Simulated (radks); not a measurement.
Values are calculated unless marked as measured or tabulated.
Task: Cu13+, 16 electrons, occupied as [Ne] 3s2 3p4. Level of theory: Dirac Kohn-Sham, PBEsol, spin-unpolarised, spherical densities, finite nucleus; open shells are shared between the two j in proportion to 2j + 1; Fermi nuclear charge, rms radius 3.8823 fm (a radial shooting solver on a logarithmic mesh with Libxc functionals). Some entries of the table are withheld. Estimate them.

orbital,occ.,eigenvalue (hartree),<r> (bohr)
1s1/2,2,-340.3499,0.05217
2s1/2,2,-54.36837,0.2337
2p1/2,2,-49.60551,0.2028
2p3/2,4,-48.84662,0.2061
3s1/2,2,(1),(2)
3p1/2,1.33333,-15.60605,0.6122
3p3/2,2.66667,-15.46162,0.6178

Result: 
(1) 3s1/2 eigenvalue (hartree): -17.14116
(2) 3s1/2 <r> (bohr): 0.6197
